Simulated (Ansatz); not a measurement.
Z-matrix (Å, degrees):
```
W
O 1 1.688
S 1 2.119 2 107.5
Cl 1 2.247 2 108.4 3 117.5
F 1 1.846 2 109.3 3 -118.7
```

Charge 0, multiplicity 1. W takes the def2 core potential.

Task: List the ωB97M-V/def2-TZVPP orbital energies in eV (Ansatz). (Best estimate.)

Result: Computed: Occupied: -2773.13, -2427.30, -678.75, -527.63, -263.52, -221.28, -200.96, -200.89, -200.87, -164.34, -164.32, -164.26, -88.07, -51.37, -51.08, -50.85, -36.37, -29.52, -26.55, -22.30, -17.26, -16.54, -16.39, -15.00, -14.74, -14.31, -13.77, -13.32, -12.57, -12.15, -10.93, -10.37. Lowest empty: -1.18, -0.92, 0.30, 0.78, 1.03, 1.29, 3.96, 4.11.
